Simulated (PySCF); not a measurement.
# How methods differ on the ionisation energy of Ga⁺

Ga⁺ [Ar] 3d10 4s2 (1S) → Ga²⁺ [Ar] 3d10 4s1 (2S), as a difference of total energies. Computed with PySCF 2.14 in aug-cc-pVTZ-DK, with the spin-free X2C one-electron Hamiltonian (Gaussian nucleus). Correlated levels: valence: [Ar] 3d10 frozen. The calculations carry no spin-orbit coupling.

```csv
method,ionisation energy (eV)
UHF,18.771
LDA,21.160
PBE,20.788
PBE0,20.460
r2SCAN,20.522
CAM-B3LYP,20.805
B3LYP,20.860
TPSS,20.511
revPBE,20.614
MP2 (valence),19.476
SCS-MP2 (valence),19.616
```

How much does correlation contribute at MP2 (valence)?

19.476 − (18.771) = 0.705 eV, measured against UHF.

Errors of the correlated levels include the incompleteness of this basis and the frozen core.

MP2 underrates the near-degeneracy of ns² with np² in the lower species.

For comparison: 20.515 eV (measured; NIST Atomic Spectra Database, ionization energies).
